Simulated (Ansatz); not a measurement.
`C[N](C)[Sn][OH]` + `C[N](C)[In]([NH2])[NH2]` → `C[N](C)[Sn][N](C)C` + `[NH2][In]([NH2])[OH]`  (redistribution)

Gas-phase electronic energies from Ansatz, PBE0-D4/def2-TZVP geometries. CBS: MP2 limit from def2 TZ/QZ plus the TZ coupled-cluster correction, frozen cores. DFT in def2-TZVPP. B3LYP here is the variant with VWN-RPA as its local correlation; programs differ in this. def2 core potentials past Kr. For In, Sn outer-core shells are correlated without core-valence functions, which leaves a few kJ/mol of doubt a bond. Each species was taken in one conformer, which may not be the lowest.

`C[N](C)[Sn][OH]`:

```xyz
12

C    -0.602    0.696   -0.598
N     0.101   -0.294    0.169
C    -0.756   -1.374    0.587
Sn    2.067   -0.319    0.704
O     2.625    1.423   -0.065
H    -1.085    0.252   -1.481
H    -1.391    1.187   -0.010
H     0.074    1.474   -0.960
H    -1.581   -1.020    1.223
H    -0.193   -2.117    1.161
H    -1.208   -1.892   -0.272
H     1.950    1.983   -0.456
```

`C[N](C)[In]([NH2])[NH2]`:

Z-matrix (Å, degrees):
```
C
N 1 1.436
H 1 1.102 2 111.9
H 1 1.102 2 112.0 3 119.9
H 1 1.093 2 111.3 3 -119.8
C 2 1.436 1 112.9 3 -59.4
In 2 2.014 1 123.5 3 120.4
H 6 1.093 2 111.3 1 -179.2
H 6 1.102 2 111.9 1 -59.3
H 6 1.102 2 112.1 1 60.5
N 7 2.027 2 118.5 1 179.3
N 7 2.027 2 118.5 1 -0.6
H 11 1.011 7 115.5 2 29.0
H 11 1.011 7 115.4 2 156.3
H 12 1.011 7 115.5 2 28.9
H 12 1.010 7 115.4 2 156.2
```

`C[N](C)[Sn][N](C)C`:

```xyz
19

C     0.637   -0.198   -1.787
N    -0.523    0.559   -1.402
C    -1.382    0.858   -2.517
Sn   -0.970    1.351    0.425
N     0.085    0.052    1.594
C     0.440    0.452    2.930
C     0.447   -1.310    1.312
H     0.387   -1.218   -2.120
H     1.344   -0.278   -0.961
H     1.159    0.290   -2.624
H    -0.838    1.370   -3.325
H    -1.826   -0.050   -2.953
H    -2.209    1.506   -2.210
H     0.014   -0.225    3.686
H     0.076    1.462    3.145
H     1.530    0.460    3.084
H     0.058   -1.985    2.089
H     0.032   -1.636    0.357
H     1.538   -1.461    1.277
```

`[NH2][In]([NH2])[OH]`:

Z-matrix (Å, degrees):
```
N
In 1 2.022
H 1 1.010 2 116.2
H 1 1.010 2 115.5 3 128.6
N 2 2.014 1 126.9 3 31.6
O 2 1.990 1 118.4 3 -160.6
H 5 1.010 2 116.8 1 -39.6
H 5 1.011 2 114.4 1 -168.2
H 6 0.959 2 113.4 1 -0.4
```

| level | ΔE (eV) |
| --- | --- |
| B3LYP-D4 | 0.10 |
| ωB97X-V | 0.14 |
| CCSD(T)/def2-TZVPP | 0.10 |
| HF/CBS(def2) | 0.21 |

Question: What does CCSD(T)/CBS give? (Best estimate.)

Answer: Ansatz gave: +0.11 eV. The listed levels differ from it by -0.01, 0.03, -0.01, 0.10 eV.

Largest T1 diagnostic among the species: 0.017.

In def2-TZVPP, CCSD(T) changes the Hartree–Fock value by −0.10 eV (the triples alone add −0.03 eV) and MP2 by −0.12 eV. Leaving LDA and LC-ωPBE aside and taking each functional with its dispersion term where it has one, the values, not all of them listed here, spread over 0.11 eV, from revPBE-D4 to ωB97X-V.
